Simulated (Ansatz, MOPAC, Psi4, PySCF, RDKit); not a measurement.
Dimer: boric acid (SMILES OB(O)O) (first 7 atoms) with NH3 (SMILES N); geometry from B3LYP-D3(BJ)/def2-TZVP, rigid monomers moved along the line of their centres of mass till H7···N8 is 2.19 Å.
(charge 0, multiplicity 1):
| atom | x (Å) | y (Å) | z (Å) |
|---|---|---|---|
| O | -0.0024 | -0.5718 | -1.1977 |
| B | -0.1552 | -0.1962 | 0.1102 |
| O | -1.3611 | 0.3833 | 0.4784 |
| O | 0.8779 | -0.4118 | 0.9665 |
| H | -0.7868 | -0.3771 | -1.7183 |
| H | -1.3983 | 0.6214 | 1.4085 |
| H | 0.6982 | -0.1194 | 1.8813 |
| N | 0.4471 | 0.4848 | 3.9710 |
| H | 0.3478 | 1.4781 | 4.1505 |
| H | -0.2662 | 0.0019 | 4.5064 |
| H | 1.3461 | 0.2015 | 4.3473 |

```json
[
 {"level": "UFF", "interaction energy (kcal/mol)": "4.49", "cost": "-"},
 {"level": "AM1", "interaction energy (kcal/mol)": "-3.33", "cost": "-"},
 {"level": "PM7", "interaction energy (kcal/mol)": "-9.17", "cost": "-"},
 {"level": "HF/STO-3G (no counterpoise)", "interaction energy (kcal/mol)": "-7.27", "cost": "-"},
 {"level": "HF/3-21G (no counterpoise)", "interaction energy (kcal/mol)": "-14.36", "cost": "-"},
 {"level": "HF/6-31G*", "interaction energy (kcal/mol)": "-8.96", "cost": "-"},
 {"level": "PBE/def2-TZVPPD", "interaction energy (kcal/mol)": "-8.60", "cost": "×1"},
 {"level": "BP86/6-31G* (no counterpoise)", "interaction energy (kcal/mol)": "-10.91", "cost": "-"},
 {"level": "B3LYP/6-311+G** (no counterpoise)", "interaction energy (kcal/mol)": "-9.38", "cost": "-"},
 {"level": "B3LYP/def2-TZVPPD", "interaction energy (kcal/mol)": "-7.96", "cost": "×2"},
 {"level": "PBE0-D4/def2-TZVPPD", "interaction energy (kcal/mol)": "-9.27", "cost": "×2"},
 {"level": "SCS-MP2/aug-cc-pVDZ", "interaction energy (kcal/mol)": "-7.87", "cost": "-"},
 {"level": "CCSD(T)/aug-cc-pVDZ", "interaction energy (kcal/mol)": "-8.30", "cost": "×20"},
 {"level": "SAPT0/jun-cc-pV(D+d)Z", "interaction energy (kcal/mol)": "-9.13", "cost": "-"}
]
```

The rows run from -14.36 (HF/3-21G (no counterpoise)) to 4.49 kcal/mol (UFF).

Counterpoise-corrected where a basis set is named; no monomer relaxation. Rows marked so take none. RDKit's UFF carries no charges.

Cores are frozen in the correlated methods. Rows in 3-21G, 6-311+G**, 6-31G*, STO-3G carry no dispersion term and start afresh at each structure (6-31G* with six Cartesian d functions). The state reached by AM1, PM7 isn't checked; PM7 holds dispersion and hydrogen-bond terms.

Programs: Ansatz (a program for electronic structure); MOPAC for AM1, PM7 (differences of heats of formation); Psi4 for SAPT; PySCF for 3-21G rows, 6-311+G** rows, 6-31G* rows, STO-3G rows, the dispersion terms; RDKit for the force fields. 

Costs are rough ratios of core time to PBE/def2-TZVPPD (about 10 s over the structures, on one shared machine); a dash marks a level with no comparable run of its own.
